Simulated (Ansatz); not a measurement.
Start from `[OH][Al]([OH])[OH]` and change one element to get `[OH][In]([OH])[OH]`.

Ansatz, PBE0-D4/def2-TZVP geometries, multiplicity 1. Each molecule was computed in one conformer, which needn't be the lowest.

Elements past krypton have def2 core potentials.

| property | `[OH][Al]([OH])[OH]` |
| --- | --- |
| HOMO–LUMO gap (ωB97M-V/def2-TZVPP) / eV | 12.65 |
| HOMO–LUMO gap (PBE0/def2-TZVPP) / eV | 8.59 |
| LUMO energy (ωB97M-V/def2-TZVPP) / eV | 1.12 |
| size of the dipole moment (ωB97M-V/def2-TZVPP) / D | 0.00 |
| HOMO energy (PBE/def2-TZVPP) / eV | -7.30 |
| HOMO energy (B3LYP/def2-TZVPP) / eV | -8.75 |

(1) What does the change do to each property? (Estimate.)

## Answers

(1) Ansatz gave: 
| property | `[OH][In]([OH])[OH]` | shift |
| --- | --- | --- |
| HOMO–LUMO gap (ωB97M-V/def2-TZVPP) / eV | 11.16 | -1.49 |
| HOMO–LUMO gap (PBE0/def2-TZVPP) / eV | 6.78 | -1.81 |
| LUMO energy (ωB97M-V/def2-TZVPP) / eV | -0.01 | -1.13 |
| size of the dipole moment (ωB97M-V/def2-TZVPP) / D | 0.00 | 0.00 |
| HOMO energy (PBE/def2-TZVPP) / eV | -6.97 | 0.33 |
| HOMO energy (B3LYP/def2-TZVPP) / eV | -8.41 | 0.34 |

With PBE0 the HOMO rises by 0.35 eV and the LUMO falls by 1.45 eV, so the gap narrows by about 1.80 eV. PBE moves the HOMO by 0.33 eV and ωB97M-V by 0.36 eV.

B3LYP here is the variant with VWN-RPA as its local correlation; programs differ in this.
